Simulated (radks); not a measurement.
Values are calculated unless marked as measured or tabulated.
All-electron atom: Pr in [Kr] 4d10 4f3 5s1.75 5p6 6s2 5f0.25 (fractional occupations, a model configuration).

Code: a radial shooting solver on a logarithmic mesh with Libxc functionals. Model: Dirac Kohn-Sham, LDA (Slater exchange, Perdew-Wang correlation), spin-unpolarised, spherical densities, finite nucleus; open shells fill j = l - 1/2 first; Fermi nuclear charge, rms radius 4.8919 fm.

Energy parts (eV):
part                      energy
total                 -251298.85
kinetic                270201.44
electron-nucleus      -613230.51
Hartree                 97438.51
exchange-correlation    -5708.30

Orbitals (lengths in bohr, moments of r in powers of bohr; r(max) is where P^2 peaks; r(90%) holds 90 % of the orbital's charge):
| orbital | occ. | eigenvalue (eV) | r(max) | r(90%) | <r> | small-component weight |
|---|---|---|---|---|---|---|
| 1s1/2 | 2 | -41734.59 | 0.01543 | 0.0435 | 0.02411 | 4.77e-02 |
| 2s1/2 | 2 | -6714.323 | 0.08748 | 0.159 | 0.1027 | 1.04e-02 |
| 2p1/2 | 2 | -6349.105 | 0.06651 | 0.142 | 0.08608 | 1.04e-02 |
| 2p3/2 | 4 | -5867.474 | 0.07187 | 0.150 | 0.09239 | 9.79e-03 |
| 3s1/2 | 2 | -1449.722 | 0.2496 | 0.400 | 0.2724 | 3.20e-03 |
| 3p1/2 | 2 | -1293.954 | 0.2362 | 0.394 | 0.2619 | 3.15e-03 |
| 3p3/2 | 4 | -1198.581 | 0.2478 | 0.411 | 0.2743 | 2.97e-03 |
| 3d3/2 | 4 | -925.5870 | 0.1985 | 0.384 | 0.2453 | 2.85e-03 |
| 3d5/2 | 6 | -905.0066 | 0.2017 | 0.389 | 0.2492 | 2.80e-03 |
| 4s1/2 | 2 | -289.5437 | 0.5794 | 0.896 | 0.6229 | 9.95e-04 |
| 4p1/2 | 2 | -231.2545 | 0.5876 | 0.933 | 0.6405 | 9.27e-04 |
| 4p3/2 | 4 | -210.5953 | 0.6127 | 0.974 | 0.6688 | 8.65e-04 |
| 4d3/2 | 4 | -114.6990 | 0.6312 | 1.09 | 0.7222 | 7.15e-04 |
| 4d5/2 | 6 | -111.0777 | 0.6395 | 1.10 | 0.7323 | 6.99e-04 |
| 5s1/2 | 1.75 | -41.3286 | 1.349 | 2.16 | 1.502 | 2.14e-04 |
| 5p1/2 | 2 | -25.6755 | 1.479 | 2.49 | 1.696 | 1.69e-04 |
| 5p3/2 | 4 | -22.8034 | 1.552 | 2.62 | 1.786 | 1.53e-04 |
| 6s1/2 | 2 | -4.7964 | 3.669 | 6.18 | 4.233 | 2.75e-05 |
| 4f5/2 | 3 | -3.8661 | 0.6900 | 2.05 | 1.155 | 3.41e-04 |
| 5d3/2 | 0 | -3.8640 | 2.201 | 4.78 | 2.987 | 5.65e-05 |
| 5d5/2 | 0 | -3.6737 | 2.248 | 4.91 | 3.060 | 5.38e-05 |
| 4f7/2 | 0 | -3.5186 | 0.6955 | 2.10 | 1.176 | 3.34e-04 |
| 6p1/2 | 0 | -2.3522 | 4.621 | 7.95 | 5.396 | 1.66e-05 |
| 6p3/2 | 0 | -2.1272 | 4.856 | 8.32 | 5.654 | 1.52e-05 |
| 5f5/2 | 0.25 | -0.1829 | 38.25 | 51.0 | 39.46 | 1.66e-07 |
| 5f7/2 | 0 | -0.1829 | 38.25 | 51.0 | 39.46 | 1.66e-07 |

The highest occupied level is 5f5/2 at -0.183 eV. The configuration is held as typed, so some empty levels lie below it. The electron density at the nucleus is 4.152e+05 e/bohr^3. The density falls to 0.001 e/bohr^3 at r = 5.28 bohr.
